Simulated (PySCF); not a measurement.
Shifts of the heteroatoms

Numbering as in the mapped SMILES `[CH3:1][O:2][C:3](=[O:4])[c:5]1[cH:6][cH:7][o:8][cH:9]1`. Hydrogens are named by the atom that carries them.

- geometry: GFN2-xTB
- PBE0/pcSseg-1 with gauge-including orbitals
- run in PySCF 2.14.0 with density-fitted response routines
- averaged over atoms made equivalent by symmetry, fast rotation or ring inversion, in vacuum, non-relativistic Hamiltonian, single conformer

Question: Predict the ¹⁷O NMR data.

Answer: 
```json
{"atoms": "O4", "environment": "ester carbonyl oxygen", "σ (ppm)": "-78.9", "δ (ppm)": "338.5"}
{"atoms": "O8", "environment": "aromatic ring oxygen", "σ (ppm)": "29.3", "δ (ppm)": "240.0"}
{"atoms": "O2", "environment": "ester alkoxy oxygen", "σ (ppm)": "151.1", "δ (ppm)": "129.0"}
```

Shieldings were converted by a linear fit to measured shifts: ¹⁷O: δ = 266.70 − 0.911σ (rms 10.7 ppm, 155 shifts, 12.2 ppm with the 3 outliers that the fit left out vs liquid water, solution or neat liquid). A few per cent of atoms miss by over 2 rms, more outside the fitted compound classes.

On a 400 MHz spectrometer ¹⁷O resonates near 54.2 MHz, so 1 ppm is 54.2 Hz.
